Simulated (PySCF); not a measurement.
# C₆ coefficients of unlike pairs at B3LYP

Calculated with PySCF 2.14 from the dipole response of each species, C₆(A,B) = (3/π) ∫ α_A(iu) α_B(iu) du, in atomic units, from isotropic polarisabilities. For ions this is the dispersion term alone; charge-induced terms of lower order in 1/R come first.

| species | configuration | basis | relativity | α (bohr³) | C₆ (like pair) |
| --- | --- | --- | --- | --- | --- |
| Ca²⁺ | [Ar] (1S) | aug-cc-pwCVTZ-X2C with one added diffuse shell each of s, p, d, f type (10s9p7d4f) | spin-free X2C | 3.296 | 10.85 |
| Mn²⁺ | [Ar] 3d5 (6S) | aug-cc-pVTZ (8s7p5d3f2g) | none | 3.868 | 11.42 |
| Ti³⁺ | [Ar] 3d1 (2D) | dyall-av2z (16s12p7d2f) | none | 2.233 | 5.766 |

(1) Estimate C₆ for Ti³⁺ with Mn²⁺.

No spin-orbit coupling is included.

The other pairs:

```json
{"pair": "Mn²⁺, Ca²⁺", "C₆": "11.08"}
{"pair": "Ti³⁺, Ca²⁺", "C₆": "7.862"}
```

Results:

(1) The integral gives 8.045. The combination rule 2 C_A C_B / (C_A α_B/α_A + C_B α_A/α_B) gives 7.944 and the geometric mean 8.116.
